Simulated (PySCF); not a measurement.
Species: C7H6O3S.
Bonds: C1–C2, C2–O3 (double), C2–O4, O4–C5, C5–C6 (double), C6–S7, S7–C8, C8–C9 (double), C9–C10, C10–O11 (double), C5–C10. Hydrogens: H12, H13, H14 on C1; H15 on C6; H16 on C8; H17 on C9.

Computed by this run: PySCF, PBE0-D3(BJ)/def2-SVP geometry optimisation, gas phase; density fitting, grid level 1; the optimiser is geomeTRIC in internal coordinates, started from a GFN2-xTB structure.

Step 0: E = -24300.9300 eV
```
atom  x, y, z in Å  |  force x, y, z in eV/Å
C1      3.1947    0.2705    0.0500   -0.441  -0.248   0.067
C2      1.8407   -0.3597    0.1603    0.294  -0.392  -0.067
O3      1.5309   -1.4609   -0.1909    0.013   0.204   0.064
O4      0.9703    0.4889    0.7779   -0.770   0.134   0.050
C5     -0.3723    0.2185    0.6072    0.952  -0.006  -0.238
C6     -1.1395    0.0068    1.6893   -0.450  -0.006  -0.176
S7     -2.8352   -0.2769    1.6470   -0.088  -0.051   0.006
C8     -3.1473   -0.2889   -0.0471    0.082   0.016   0.688
C9     -2.2406   -0.0641   -1.0076    0.352   0.069  -0.195
C10    -0.8331    0.2377   -0.7947    0.126   0.134   0.001
O11    -0.0649    0.5093   -1.7030   -0.039  -0.021   0.013
H12     3.2020    0.8801   -0.8525   -0.006   0.265  -0.317
H13     3.9553   -0.4993   -0.0362    0.230  -0.280  -0.041
H14     3.3826    0.9136    0.9048    0.111   0.273   0.281
H15    -0.7183    0.0169    2.6829    0.263   0.007   0.424
H16    -4.1826   -0.4934   -0.2738   -0.499  -0.091  -0.146
H17    -2.5497   -0.0871   -2.0436   -0.130  -0.007  -0.413
```

**Question.** Estimate the geometry and energy of step 1. (The exact step hangs on the optimiser's Hessian estimate; all steps are aligned on step 0, rigid shifts and turns removed.)

**Answer.** E = -24300.9610 eV, largest force 0.318 eV/Å
```
atom  x, y, z in Å  |  force x, y, z in eV/Å
C1      3.1918    0.2974    0.0503    0.132  -0.024  -0.062
C2      1.8728   -0.3660    0.2496   -0.110   0.093   0.068
O3      1.6032   -1.5125    0.0607    0.000  -0.030  -0.051
O4      0.9444    0.5295    0.7349    0.225  -0.164  -0.091
C5     -0.3588    0.1777    0.5650   -0.215   0.218   0.088
C6     -1.1275   -0.0423    1.6544    0.078  -0.099   0.061
S7     -2.8189   -0.3502    1.6368   -0.006   0.049   0.029
C8     -3.1676   -0.2501   -0.0421   -0.097  -0.057  -0.073
C9     -2.2679   -0.0296   -1.0268   -0.037   0.036  -0.007
C10    -0.8374    0.1867   -0.8329    0.064  -0.094  -0.016
O11    -0.0635    0.3794   -1.7565    0.023   0.041   0.006
H12     3.1246    0.9528   -0.8324   -0.053  -0.027   0.033
H13     3.9556   -0.4704   -0.1222   -0.002   0.051   0.016
H14     3.4556    0.9260    0.9119   -0.033  -0.007   0.007
H15    -0.6724   -0.0402    2.6499   -0.044   0.036  -0.052
H16    -4.2310   -0.3891   -0.2657    0.060  -0.018   0.017
H17    -2.6101    0.0129   -2.0647    0.012  -0.004   0.026
```

The energy changes by -0.0310 eV. The first-order estimate −F·Δx gives -0.0997 eV and the mean of the old and new forces, exact on a quadratic surface, -0.0290 eV. The step makes an angle of 84° with the force vector and moves no atom by more than 0.267 Å.

The cost below is that of the whole optimisation. Cost: about 6 min of CPU time on one thread; the machine was shared, so the figure is rough.
